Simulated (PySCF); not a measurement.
Correlation energy of Tl (thallium, neutral)

[Xe] 4f14 5d10 6s1 6p1 6d1, one real determinant (an excited configuration). Computed with PySCF 2.14 in x2c-TZVPPall with one added diffuse shell each of s, p, d, f type (12s8p7d4f, 99 functions), with scalar relativity by spin-free X2C-1e. Frozen: [Xe] 4f14 5d10; 3 electrons correlated.

```tsv
level	correlation energy (mhartree)
CCSD	-8.30
(T)	-0.45
CCSD(T)	-8.75
```

Diagnostics: T1 = 0.020, D1 = 0.0463, largest double amplitude 0.193.

The real determinant used has ⟨L²⟩ near 8 against 12 for a pure F term, so it mixes terms. Spin-orbit coupling, absent here, splits the open shell strongly. The outer electron is Rydberg-like, and this basis confines it to a smaller radius and binds it less than a complete one would. A double-excitation amplitude exceeds 0.15, a sign of near-degeneracy.

Cost of the coupled-cluster step: about 4 core-seconds, for 3 correlated electrons.

The reference is one real determinant that mixes LS terms of this configuration.
